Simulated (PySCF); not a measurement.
## Cost of response and excited-state runs on `CB(C)c1ccc2ccc3ccccc3c2c1`, C$_{16}$H$_{15}$B

Geometry:
| atom | x (Å) | y (Å) | z (Å) |
| --- | --- | --- | --- |
| C1 | -4.596 | 0.173 | -0.319 |
| B2 | -3.166 | 0.800 | -0.085 |
| C3 | -3.026 | 2.369 | 0.035 |
| C4 | -1.911 | -0.125 | 0.020 |
| C5 | -2.033 | -1.507 | 0.272 |
| C6 | -0.933 | -2.317 | 0.354 |
| C7 | 0.362 | -1.800 | 0.191 |
| C8 | 1.501 | -2.649 | 0.274 |
| C9 | 2.751 | -2.151 | 0.139 |
| C10 | 2.967 | -0.761 | -0.087 |
| C11 | 4.272 | -0.255 | -0.195 |
| C12 | 4.495 | 1.082 | -0.405 |
| C13 | 3.410 | 1.951 | -0.520 |
| C14 | 2.125 | 1.477 | -0.418 |
| C15 | 1.862 | 0.117 | -0.195 |
| C16 | 0.526 | -0.416 | -0.056 |
| C17 | -0.626 | 0.377 | -0.136 |
| H18 | -4.591 | -0.680 | -0.994 |
| H19 | -5.325 | 0.890 | -0.690 |
| H20 | -4.978 | -0.193 | 0.636 |
| H21 | -3.948 | 2.854 | 0.351 |
| H22 | -2.231 | 2.695 | 0.702 |
| H23 | -2.791 | 2.773 | -0.952 |
| H24 | -3.016 | -1.931 | 0.411 |
| H25 | -1.046 | -3.375 | 0.548 |
| H26 | 1.339 | -3.702 | 0.453 |
| H27 | 3.615 | -2.797 | 0.204 |
| H28 | 5.102 | -0.941 | -0.105 |
| H29 | 5.502 | 1.464 | -0.480 |
| H30 | 3.584 | 3.004 | -0.687 |
| H31 | 1.309 | 2.177 | -0.508 |
| H32 | -0.521 | 1.431 | -0.339 |

PySCF with density fitting, on 1 thread of an Arm Neoverse V2, shared host. Command: `OMP_NUM_THREADS=1 python excited_run.py task.json out`

Task: How long does this run take, and how much memory?
- excited states, PBE0/def2-SVP; Tamm-Dancoff; spin-orbit couplings; 5 states; 4 triplets; quadratic response for 4 states

Result: 
```
           run          level  basis functions  wall time  peak memory (GiB)
excited states  PBE0/def2-SVP              313    3.7 min                1.6
```
Times from a shared host are rough.
